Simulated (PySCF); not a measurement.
# Working out the ionisation energy of As⁺

As⁺ [Ar] 3d10 4s2 4p2 (3P) → As²⁺ [Ar] 3d10 4s2 4p1 (2P). Calculation: PySCF 2.14, in x2c-SVPall (5s4p3d, 32 functions); scalar relativity by spin-free X2C-1e. Frozen: [Ar] 3d10. Energies in hartree (1 hartree = 27.21139 eV):

| part | As⁺ (lower) | As²⁺ (upper) |
| --- | --- | --- |
| UHF | -2258.276075 | -2257.614565 |
| CCSD correlation | -0.060175 | -0.049626 |
| (T) | -0.000742 | -0.000450 |

Question: What does Hartree-Fock give?

Answer: (-2257.614565) − (-2258.276075) = 0.661510 hartree = 18.001 eV.

Question: What do CCSD and CCSD(T) give?

Answer: The CCSD correlation energies differ by 0.010549 hartree = 0.287 eV and the triples by 0.000292 hartree = 0.008 eV, so CCSD gives 18.288 eV and CCSD(T) 18.296 eV.

Reference: 18.589 eV (measured; NIST Atomic Spectra Database, ionization energies), between the lowest levels; spin-orbit coupling is absent from the calculation.

A double-zeta basis recovers only part of the correlation energy.

What remains against the reference includes basis incompleteness, the frozen core and higher excitations.
